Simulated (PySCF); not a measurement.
**Simulated characterisation data**

How the numbers were obtained: structure optimised with GFN2-xTB, NMR shieldings at PBE0/pcSseg-1/GIAO, in PySCF 2.14 (single conformer, non-relativistic, isolated molecule, rapidly exchanging positions averaged).

Shifts are taken against calculated references (same method and geometry level): 1H and 13C vs TMS. Splittings of carbon signals by F and P are missing where no couplings were computed. Where no couplings were computed, multiplicities follow the n + 1 count of equivalent neighbours, and m marks all less simple cases (inequivalent or close neighbours, rings, F or P nearby). Shifts are as computed. Against solution values, carbons near 30 ppm lie about +3 ppm off and those near 130 ppm about +5 ppm. Of 1309 compounds with measured shifts, 239 miss one by over three times the rms of a fit or turn the order of signals round; such compounds aren't used in these exercises. OH and NH positions are gas-phase values without hydrogen bonding to other molecules.

**1.** `C=C(O[SiH2]O)OC(F)F`, C3H6F2O3Si. 1H NMR (500 MHz, computed): δ 6.57 (m, 1H), 4.86 (s, 2H), 3.96 (br s, 1H), 3.61 (br s, 1H), 2.71 (br s, 1H). 13C{1H} NMR (computed): δ 164.3, 121.2, 70.2.

**2.** `CO[SiH2]OCC=O`, C3H8O3Si. 1H NMR (500 MHz, computed): δ 10.27 (t, 1H), 4.90 (s, 2H), 4.36 (d, 2H), 3.88 (s, 3H). 13C{1H} NMR (computed): δ 213.1, 70.6, 51.2.
